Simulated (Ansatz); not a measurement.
Isomers of MgAg$_{6}$⁺ (doublet), relaxed with PBE-D4/def2-SVP; total energies from Ansatz at RPA@PBE/def2-TZVP.

| isomer | description | energy (Eh) |
| --- | --- | --- |
| A | point group C2v; 12 × Ag–Ag 2.81 to 3.01 Å; 4 × Ag–Mg 2.76 to 2.78 Å | -1080.18922 |
| B | point group not assigned; 12 × Ag–Ag 2.66 to 2.91 Å; 1 × Ag–Mg 2.68 Å | -1080.15600 |
| C | point group not assigned; 10 × Ag–Ag 2.76 to 3.17 Å; 5 × Ag–Mg 2.71 to 3.28 Å | -1080.18185 |
| D | point group not assigned; 9 × Ag–Ag 2.70 to 2.90 Å; 3 × Ag–Mg 2.81 to 2.90 Å | -1080.16417 |

In the def2 sets Ag takes a core potential; there is no spin–orbit coupling. Correlated methods freeze 1 core orbital; core or outer-core shells of Mg, Ag are correlated, in sets that lack core-valence functions.

The isomers come from a short search, and lower ones may exist.

**Question.** Work out the relative energies (1 Eh = 2625.5 kJ/mol) and the Boltzmann populations at 800 K from electronic energies alone (R = 8.314 J/mol/K).

**Answer.** ΔE: A 0.0, B 87.2, C 19.3, D 65.8 kJ/mol. RT = 6.65 kJ/mol. Factors exp(−ΔE/RT): A 1, B 2.02e-06, C 0.0549, D 5.04e-05; sum 1.055. Populations: A 94.8 %, B 0.0 %, C 5.2 %, D 0.0 %. Zero-point energy, vibrational entropy and symmetry numbers are left out and can shift these; an error of 4 kJ/mol changes a ratio by a factor of 1.8. Over the other density-functional and correlated levels in def2 sets, the gap between A and C ranges from 9 to 23 kJ/mol.
